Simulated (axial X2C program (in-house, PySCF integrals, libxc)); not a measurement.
BeBr⁺: cheaper levels and CCSD(T), two-component

All values were computed with an axial X2C code built on PySCF integrals. Two-component (2c) means X2C with spin–orbit coupling and atomic mean-field two-electron Coulomb and Gaunt terms. Basis: Br dyall-cv3z [8s9p6d4f1g], Be dyall-cv3z [8s8p3d1f] (cores contracted in-house); Gaussian nuclei, density fitting, unrestricted open shells. Masses: Br 78.918 u, Be 9.012 u.

State: Ω = 0 (closed shell); fragments Br + Be+.

```
level  Re (Å)  ωe (cm⁻¹)  De (eV)
 PBE0   1.859      868.8     3.92
   HF   1.865      875.8     2.48
  MP2   1.869      873.4     3.85
 CCSD   1.869      867.4     3.73
  PBE   1.869      844.6     4.07
```

Correlated methods: 8 electrons correlated (number of frozen shells: Br 3 s, 2 p, 1 d; Be 1 s), 192 virtual spin orbitals or spinors in MP2, 84 natural virtuals in coupled cluster.

CCSD(T), same Hamiltonian and basis:

Re = 1.872 Å, ωe = 862.6 cm⁻¹, De = 3.85 eV; T1 = 0.013 (Lee–Taylor normalisation).

**Question.** Give the differences from CCSD(T) in the columns below.

**Answer.** 

```tsv
level	ΔRe (Å)	Δωe (cm⁻¹)	ΔDe (eV)
PBE0	-0.013	6	0.07
HF	-0.007	13	-1.37
MP2	-0.003	11	0.00
CCSD	-0.003	5	-0.12
PBE	-0.003	-18	0.22
```

Occupations by symmetry block were frozen at the best pattern of an incomplete PBE0 search. The closed shell is kept restricted, so the energy runs too high when the bond is stretched far. De is counted from the lowest determinant-based energies of the atoms at the same level, without counterpoise correction. Coupled cluster ran in a truncated set of natural virtual spinors; the MP2 energy of the rest was added. (T) has no such correction and the atoms are truncated less, which lowers De at CCSD(T) by a hundredth of an eV or more. The functionals have no current-density term, which raises determinants with orbital currents, atoms included.
